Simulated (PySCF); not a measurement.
A calculated (M06-2X, PySCF 2.14, x2c-TZVPall, the spin-free X2C one-electron Hamiltonian (Gaussian nucleus)) atom or ion has these occupied shells.

```
shell  electrons  orbital energy (eV)  rms radius, mean of both spins (bohr)
   1s          2             -24299.9                                 0.0365
   2s          2              -3585.4                                  0.150
   2p          6              -3218.5                                  0.133
   3s          2              -660.52                                  0.406
   3p          6              -539.15                                  0.407
   3d         10              -343.56                                  0.389
   4s          2              -94.006                                   1.01
   4p          6              -58.208                                   1.13
   4d         10               -7.133                                   1.77
```

Name the element and its charge.

Pd (palladium, neutral), in [Kr] 4d10, closed-shell 1S.
